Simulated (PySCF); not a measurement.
## Calculated NMR parameters of C=C(C#CC)C#C[SiH2]C

| Item | Value |
| --- | --- |
| Formula | C8H10Si |
| SMILES | C=C(C#CC)C#C[SiH2]C |
| InChI | InChI=1S/C8H10Si/c1-4-5-8(2)6-7-9-3/h2,9H2,1,3H3 |
| Point group of the computed structure | C1 |
| Degrees of unsaturation | 5 |
| Carbon signals | 8 |
| Proton signals | 5 |

Bonds (- single, = double, # triple, : aromatic): C1=C2, C2-C3, C3#C4, C4-C5, C2-C6, C6#C7, C7-Si8, Si8-C9. C1 carries H10, H11; C5 carries H12, H13, H14; Si8 carries H15, H16; C9 carries H17, H18, H19. H10 is cis to C3; H11 is trans to C3.

- coordinates at the GFN2-xTB level
- PBE0/pcSseg-1 with gauge-including orbitals
- run in PySCF 2.14
- isolated molecule, single conformer, non-relativistic Hamiltonian, averaged over atoms made equivalent by symmetry, fast rotation or ring inversion

Shifts are taken against calculated references (same method and geometry level): TMS for ¹H (σref 31.72) and ¹³C (σref 186.93) and ²⁹Si (σref 349.16).

| carbon | δC, type | δH (multiplicity) | HMBC from (2–3 bonds) | span of the C tensor (ppm) |
| --- | --- | --- | --- | --- |
| C1 | 140.3, CH2 | H10 6.09 (m); H11 6.11 (m) | – | 238 |
| C2 | 119.8, C | – | H11, H10 | 196 |
| C3 | 83.9, C | – | H11, H10, H12/H13/H14 | 266 |
| C4 | 97.1, C | – | H12/H13/H14 | 198 |
| C5 | 5.6, CH3 | 2.18 (s) | – | 21 |
| C6 | 113.1, C | – | H11, H10, H15/H16 | 300 |
| C7 | 96.6, C | – | H15/H16, H17/H18/H19 | 201 |
| C9 | -4.8, CH3 | 0.32 (t) | H15/H16 | 10 |

Other nuclei:
| atoms | nucleus | environment | δ (ppm) | σ (ppm) |
| --- | --- | --- | --- | --- |
| H15/H16 | ¹H | hydrogen on a silicon bonded to 2 C | 4.55 | 27.17 |
| Si8 | ²⁹Si | silicon bonded to 2 C, 2 H | -69.2 | 418.4 |

Carbon types of the structure: 5 × C, 1 × CH2, 2 × CH3, leaving 2 H on heteroatoms. δC 140.3: terminal =CH2 carbon; the olefinic region. δC 119.8: fully substituted alkene carbon; as expected for a trigonal carbon in a double bond. δC 113.1, 97.1, 96.6, 83.9: alkyne carbon. δC 5.6: propargylic methyl carbon; a saturated carbon with 1 carbon neighbour and no heteroatom attached. δH 0.32: hydrogen on a methyl carbon bonded to Si; an electropositive neighbour shields it, as in TMS itself.

Shifts are as computed. Against solution values, carbons near 30 ppm lie about +3 ppm off and those near 130 ppm about +5 ppm. Of 1211 compounds with measured shifts, 218 miss one by over three times the rms of a fit or turn the order of signals round; such compounds aren't used in these exercises. Multiplicities follow the n + 1 count of equivalent neighbours, as no J values were calculated; m marks all less simple cases, F and P coupling included.
